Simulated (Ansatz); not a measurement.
All numbers were calculated with Ansatz.

A structure relaxed at PBE0-D4/def2-TZVP, charge 0, multiplicity 1:

Cartesian coordinates in Å:
```
Si 1.2576 -0.9568 0.1167
C 0.0993 0.4584 0.4257
C -0.7998 0.9446 -0.7725
B -1.3956 0.2513 0.4316
Cl -2.7797 -0.3065 1.2770
H 1.6789 -1.5877 1.3951
H 2.4722 -0.5114 -0.6196
H 0.5562 -1.9719 -0.7166
H 0.5075 1.2325 1.0747
H -0.6705 0.4300 -1.7210
H -0.9262 2.0175 -0.8910
```

Question: Give its formula and SMILES.

Answer: C2H6BClSi, `[SiH3]C1CB1Cl`.

Question: Summarise the bond lengths by kind.

Answer: 1 × C–Si 1.855 Å; 3 × H–Si 1.487 to 1.489 Å; 1 × C–C 1.575 Å; 2 × B–C 1.509 to 1.512 Å; 3 × C–H 1.087 to 1.089 Å; 1 × B–Cl 1.715 Å.
